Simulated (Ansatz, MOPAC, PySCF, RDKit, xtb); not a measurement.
Complex: H2S (SMILES S) (first 3 atoms) with CH3I (SMILES CI); geometry from B3LYP-D3(BJ)/def2-TZVP, rigid monomers moved along the line of their centres of mass till H3···I5 is 3.49 Å.
(charge 0, multiplicity 1):
```xyz
8

S     -0.14422    -0.46619    -0.68131
H     -0.54897    -1.74027    -0.80641
H     -0.89930    -0.27559     0.41602
C      1.07528    -1.23340     3.39170
I     -0.99483    -0.84501     3.86228
H      1.29771    -2.23877     3.72987
H      1.17630    -1.13632     2.31611
H      1.66689    -0.49525     3.92061
```

```tsv
level	interaction energy (meV)	cost
MMFF94	-41.0	-
UFF	-37.4	-
GFN-FF	-51.9	-
AM1	-20.9	-
PM3	-3.9	-
PM6	-70.2	-
PM7	-56.5	-
GFN1-xTB	-62.2	-
GFN2-xTB	-77.0	-
HF/STO-3G (no counterpoise)	-16.8	-
HF/3-21G (no counterpoise)	-54.5	-
HF/def2-SVPD	-28.6	-
HF/def2-TZVPPD	-25.9	-
PBE/def2-TZVPPD	-69.0	×1
PBE-D3(BJ)/def2-TZVPPD	-109.1	×1
PBE-D4/def2-TZVPPD	-107.9	×1
r2SCAN/def2-TZVPPD	-73.0	×2
r2SCAN-D3(BJ)/def2-TZVPPD	-92.0	×2
r2SCAN-D4/def2-TZVPPD	-88.4	×2
B3LYP/3-21G (no counterpoise)	-79.6	-
B3LYP/LANL2DZ (no counterpoise)	-51.5	-
B3LYP/def2-TZVPPD	-36.1	×1
B3LYP-D3(BJ)/def2-TZVPPD	-102.0	×1
B3LYP-D4/def2-TZVPPD	-94.8	×1
PBE0/def2-TZVPPD	-63.7	×1
PBE0-D3(BJ)/def2-TZVPPD	-105.5	×1
PBE0-D4/def2-TZVPPD	-101.6	×1
wB97X-V/def2-TZVPPD	-89.1	×4
wB97M-V/def2-TZVPPD	-86.1	×4
MP2/def2-SVPD	-81.6	-
MP2/def2-TZVPPD	-87.3	-
MP2/CBS(def2-SVPD, def2-TZVPPD)	-90.8	-
SCS-MP2/def2-SVPD	-65.9	-
SCS-MP2/def2-TZVPPD	-70.1	-
CCSD/def2-SVPD	-67.3	-
CCSD/def2-TZVPPD	-70.1	-
CCSD(T)/def2-SVPD	-75.1	×4
CCSD(T)/def2-TZVPPD	-79.6	×100*
CCSD(T)/CBS(def2-SVPD, def2-TZVPPD)	-82.7	×100*
```

The rows run from -109.1 (PBE-D3(BJ)/def2-TZVPPD) to -3.9 meV (PM3). In def2-TZVPPD the value moves HF -25.9, MP2 -87.3, CCSD -70.1, CCSD(T) -79.6, a shift of -53.7 from HF to CCSD(T). From def2-SVPD to def2-TZVPPD CCSD(T) changes by -4.6. The dispersion term adds -40.1 in PBE-D3(BJ), -38.8 in PBE-D4, -19.0 in r2SCAN-D3(BJ). The 6 functionals in def2-TZVPPD without D3 or D4 span 53.0, from wB97X-V to B3LYP.

Counterpoise-corrected where a basis set is named; no monomer relaxation. Rows marked so take none. RDKit's UFF carries no charges.

Cores are frozen in the correlated methods. Filled d and f shells under p-block atoms count as core. CBS(a, b) extrapolates the correlation energy as X⁻³ and adds the Hartree–Fock energy of set b. Rows in 3-21G, LANL2DZ, STO-3G carry no dispersion term and start afresh at each structure; the Pople sets are all-electron and without relativity. LANL2DZ brings its own core potentials from Na on. The state that AM1, PM3, PM6, PM7 reach isn't checked; PM7 holds dispersion and hydrogen-bond terms.

Codes used: Ansatz (Gaussian basis) for Hartree–Fock, density functionals and correlated methods; MOPAC for AM1, PM3, PM6, PM7 (differences of heats of formation); PySCF for 3-21G rows, LANL2DZ rows, STO-3G rows, the dispersion terms; RDKit for the force fields; xtb for the GFN methods.  In def2 rows elements past Kr take small-core potentials, without spin–orbit coupling.

Costs are rough ratios of core time to PBE/def2-TZVPPD (about 4 s over the structures, on one shared machine); a dash marks a level with no comparable run of its own. A star marks coupled-cluster runs past 200 virtual orbitals, where the program's memory plan changes under this machine's limit, so their costs aren't comparable with smaller runs.

Ansatz is an electronic-structure program.
